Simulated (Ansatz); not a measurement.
Reaction (silylene loss): `[CH3][In]([SiH3])[Cl]` → `[CH3][InH][Cl]` + `[SiH2]`

Program: Ansatz. Geometries: PBE0-D4/def2-TZVP. ΔE: electronic, gas phase. CCSD(T)/CBS is the MP2 limit (def2-TZVPP, def2-QZVPP) plus CCSD(T) − MP2 in def2-TZVPP, frozen cores. This one scheme is used for every species. DFT in def2-TZVPP. def2 core potentials past Kr. For In outer-core shells are correlated without core-valence functions, which leaves a few kJ/mol of doubt a bond.

```tsv
level	ΔE (kJ/mol)
r2SCAN	290.7
r2SCANh	290.8
MP2/def2-QZVPP	288.7
SCS-MP2/def2-QZVPP	274.8
```

**Question.** What does CCSD(T)/CBS give? (Estimate.)

**Answer.** Computed: +272.4 kJ/mol. The listed levels differ from it by 18.3, 18.4, 16.3, 2.4 kJ/mol.

Largest T1 diagnostic among the species: 0.014.

In def2-TZVPP, CCSD(T) changes the Hartree–Fock value by +18.9 kJ/mol (the triples alone add +5.0 kJ/mol) and MP2 by +38.8 kJ/mol. At CCSD(T), def2-SVP lies −12.9 kJ/mol from the extrapolated value and def2-TZVPP −8.3 kJ/mol. The D4 term adds +10.2 kJ/mol with B3LYP and +5.7 kJ/mol with PBE0; it sums over pairs of atoms, weighted by their polarisabilities, and B3LYP, whose exchange is more repulsive, gets the larger term.

B3LYP here is the variant with VWN-RPA as its local correlation; programs differ in this.
